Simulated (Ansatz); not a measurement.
One change: `C=NC(F)N[SiH3]` becomes `C=NC(F)O[SiH3]`.

Ansatz, PBE0-D4/def2-TZVP geometries, multiplicity 1. Each molecule was computed in one conformer, which needn't be the lowest.

```json
{"property": "LUMO energy (PBE/def2-TZVPP) / eV", "`C=NC(F)N[SiH3]`": "-1.96"}
{"property": "LUMO energy (B3LYP/def2-TZVPP) / eV", "`C=NC(F)N[SiH3]`": "-1.11"}
{"property": "HOMO–LUMO gap (ωB97M-V/def2-TZVPP) / eV", "`C=NC(F)N[SiH3]`": "11.30"}
{"property": "HOMO energy (B3LYP/def2-TZVPP) / eV", "`C=NC(F)N[SiH3]`": "-7.38"}
{"property": "size of the dipole moment (B3LYP/def2-TZVPP) / D", "`C=NC(F)N[SiH3]`": "1.06"}
{"property": "LUMO energy (ωB97M-V/def2-TZVPP) / eV", "`C=NC(F)N[SiH3]`": "1.34"}
```

Task: What does the change do to each property? (An estimate is asked.)

Result: Computed: 
```csv
property,`C=NC(F)O[SiH3]`,shift
LUMO energy (PBE/def2-TZVPP) / eV,-2.35,-0.39
LUMO energy (B3LYP/def2-TZVPP) / eV,-1.50,-0.39
HOMO–LUMO gap (ωB97M-V/def2-TZVPP) / eV,11.57,0.27
HOMO energy (B3LYP/def2-TZVPP) / eV,-8.04,-0.66
size of the dipole moment (B3LYP/def2-TZVPP) / D,2.12,1.06
LUMO energy (ωB97M-V/def2-TZVPP) / eV,0.96,-0.38
```

With PBE0 the HOMO falls by 0.64 eV and the LUMO falls by 0.40 eV, so the gap widens by about 0.24 eV. PBE moves the HOMO by -0.58 eV and ωB97M-V by -0.65 eV. Dipoles are sizes alone; their direction can turn.

B3LYP here is the variant with VWN-RPA as its local correlation; programs differ in this.
